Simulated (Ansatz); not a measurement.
Program: Ansatz. Geometries: PBE0-D4/def2-TZVP. ΔE: electronic, gas phase. CBS: MP2 limit from def2 TZ/QZ plus the TZ coupled-cluster correction, frozen cores. Functionals use def2-TZVPP. For Se outer-core shells are correlated without core-valence functions, which leaves a few kJ/mol of doubt a bond. Scalar relativity is left out up to krypton. Each species was taken in one conformer, which may not be the lowest.

Reaction (ligand exchange at the Se–C bond): `OC(F)[SeH]` + `OPO` → `OP(O)[SeH]` + `OCF`

`OC(F)[SeH]`:

```xyz
7

O    -0.609   -1.360    0.103
C    -0.177   -0.108    0.398
F    -1.150    0.827    0.166
Se    1.408    0.347   -0.700
H    -0.754   -1.425   -0.850
H     0.075   -0.077    1.457
H     1.208    1.795   -0.574
```

`OPO`:

Cartesian coordinates in Å:
```
O 0.635 1.071 0.182
P -0.628 0.056 0.476
O -0.087 -1.403 -0.016
H 1.130 1.237 0.988
H -1.308 0.453 -0.715
H 0.258 -1.413 -0.915
```

`OP(O)[SeH]`:

Z-matrix (Å, degrees):
```
P
O 1 1.627
Se 1 2.307 2 103.3
O 1 1.628 2 92.8 3 -102.7
H 2 0.962 1 110.5 3 -92.5
H 3 1.471 1 93.0 2 -46.8
H 4 0.963 1 110.9 2 169.6
```

`OCF`:

```xyz
6

O    -0.332    1.001    0.243
C     0.051   -0.311    0.143
F     1.309   -0.420   -0.417
H    -0.510    1.347   -0.636
H    -0.619   -0.904   -0.489
H     0.101   -0.713    1.156
```

CCSD(T)/CBS gives -72.8 kJ/mol.

Q: Another level gave -76.4 kJ/mol. Which?
A. PBE-D4/def2-TZVPP
B. LDA (SPW92)/def2-TZVPP
C. LC-ωPBE/def2-TZVPP
D. RPA@PBE/def2-TZVPP

A: A. PBE-D4 -76.4, LC-ωPBE -66.3, LDA (SPW92) -71.9, RPA@PBE/def2-TZVPP -60.9 kJ/mol.

Largest T1 diagnostic among the species: 0.013.

At CCSD(T), def2-SVP lies +11.8 kJ/mol from the extrapolated value and def2-TZVPP +6.8 kJ/mol. Leaving LDA and LC-ωPBE aside and taking each functional with its dispersion term where it has one, the values, not all of them listed here, spread over 11.1 kJ/mol, from r2SCANh-D4 to ωB97X-V.
